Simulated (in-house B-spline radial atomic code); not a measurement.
A radial electron density 4πr²n(r) was computed for an atom or ion in its tabulated ground configuration with an all-electron radial atomic-structure program (B-spline basis); method: non-relativistic TPSSh, spin-polarised, spherical fractional occupations, exact exchange averaged over the configuration. Columns: r (bohr), 4πr²n(r) (electrons per bohr), bar.

```
  0.0021     1.09 #
  0.0025    1.506 #
 0.00297    2.063 ##
 0.00353    2.812 ###
  0.0042    3.813 ####
   0.005    5.135 #####
 0.00594    6.824 #######
 0.00707    8.995 #########
 0.00841    11.68 ###########
    0.01    14.93 ###############
  0.0119    18.73 ##################
  0.0141    22.87 ######################
  0.0168    27.37 ###########################
    0.02    31.72 ###############################
  0.0238    35.44 ###################################
  0.0283       38 #####################################
  0.0336    38.97 ######################################
    0.04    38.19 #####################################
  0.0475    36.05 ###################################
  0.0565    33.45 #################################
  0.0672     31.8 ###############################
  0.0799    32.41 ################################
  0.0951    35.74 ###################################
   0.113    40.66 ########################################
   0.134    44.69 ############################################
    0.16    45.14 ############################################
    0.19    40.64 ########################################
   0.226    32.66 ################################
   0.269    24.99 ########################
    0.32    21.41 #####################
    0.38    22.54 ######################
   0.452    25.43 #########################
   0.538     25.9 #########################
   0.639    22.04 #####################
    0.76    15.28 ###############
   0.904    8.474 ########
    1.08    3.593 ####
    1.28    1.225 #
    1.52   0.3128 
    1.81  0.05627 
    2.15 0.007062
```

Problem. Which atom or ion is it?
A. Ge9+
B. Ga8+
C. Ge8+
D. Br9+

Solution. C. The area under the curve, ∫4πr²n dr = ∫r·4πr²n d(ln r) on this logarithmic grid, is 24 electrons, which only this option has. The configuration is [Ar] 3d6.
